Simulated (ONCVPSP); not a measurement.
**Al, ONCV: configuration errors across variants**

ONCVPSP 4.0.1 input, shortened (lines: element, Z, core and valence counts, functional; n l f; lmax; l rc ep ncon nbas qcut; lloc lpopt rc5 dvloc0; l nproj debl; icmod fcfact rcfact), BLYP, scalar-relativistic:

```
  Al 13.00    3    1  -106131      upf
    1    0    2.00
    2    0    2.00
    2    1    6.00
    3    0    1.00
    1
    0    2.05    0.00    4    8    3.10
    1    1.70    0.19    4    7    5.70
    4    5    1.50    0.00
    0    2    2.20
    1    2    1.90
    1    0.30    0.00
```

In the p channel the program set the typed energies aside and used 0.050, 1.950 Ha.

All-electron excitation energies from the reference (eV): (1) 3s2 3p1 -24.842; (2) 3s2 -19.215; (3) 3s2 3p0.5 -22.830; (4) 3s1 3p1 -13.375.

A true bound ghost makes a file unfit for plane-wave use even where its test errors are small: the radial tests pick states by their node count and pass the ghost by.

Errors AE − PS in meV (a dash: test not solved or not reliable):

| change | (1) | (2) | (3) | (4) | bound ghosts | GHOST(+) flags above zero |
| --- | --- | --- | --- | --- | --- | --- |
| base | +56 | +16 | +39 | +42 | none | s |
| p: rc 1.18; local potential polynomial inside 1.18 bohr (lpopt 5, dvloc0 0 Ha) | +11 | +16 | +13 | -4.0 | p | s |
| p: rc 1.34; local potential polynomial inside 1.34 bohr (lpopt 5, dvloc0 0 Ha) | -12 | +16 | +0.7 | -30 | p | s |
| p: rc 1.56 | +57 | +16 | +39 | +42 | none | s, p |
| p: rc 1.78 | +56 | +16 | +39 | +41 | none | s |
| p: rc 1.92 | +55 | +16 | +38 | +39 | none | s |
| p: rc 2.24 | +53 | +16 | +37 | +37 | none | s |
| p: rc 2.46 | +52 | +16 | +37 | +36 | none | s |

Task: Give the same row for: p: rc 2.14.

Result: +53, +16, +38, +38; bound ghosts: none; GHOST(+) flags above zero: s.
